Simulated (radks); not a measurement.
Valence configurations of Sn IV (all share [Kr]). Method: non-relativistic Kohn-Sham, BLYP, spin-polarised, spherical densities, point nucleus; open shells are filled with parallel spins first (spin-orbit coupling, left out, can overturn this in heavy ions); relativity is left out, which matters for an element this heavy; computed with a radial shooting solver on a logarithmic mesh with Libxc functionals. Energies are relative to 4d10 5s1; eigenvalues in eV for spin up.

\begin{tabular}{lrrrrr}
valence & E (eV) & moment (Bohr magnetons) & e(4d) & e(5p) & e(5s) \\ \hline
4d10 5s1 & 0.000 & 1 & -55.987 & - & -35.191 \\
4d10 5p1 & 8.080 & 1 & -57.077 & -27.740 & - \\
4d9.5 5s1.5 & 11.097 & 1 & -58.940 & - & -36.069 \\
4d8 5s2 5p1 & 57.327 & 3 & -69.110 & -30.926 & -39.958 \\
4d9 5s2 & 22.921 & 1 & -61.918 & - & -36.908 \\
4d9.5 5s1 5p0.5 & 14.754 & 2 & -59.531 & -28.411 & -36.747 \\
4d10 5s0.5 5p0.5 & 4.035 & 1 & -56.534 & -27.438 & -35.518 \\
4d9 5s1 5p1 & 30.401 & 3 & -63.062 & -29.627 & -38.235 \\
4d8 5s1 5p2 & 64.420 & 5 & -70.093 & -31.907 & -41.049 \\
4d9 5p2 & 39.031 & 3 & -64.092 & -30.174 & - \\
\end{tabular}

NIST lists [Kr] 4d10 5s1 as the ground configuration; this level of theory agrees among the configurations tried. The energies are those of spherical high-spin densities, not of single terms. Relativity is left out, which favours d and f over s occupation in heavy atoms.
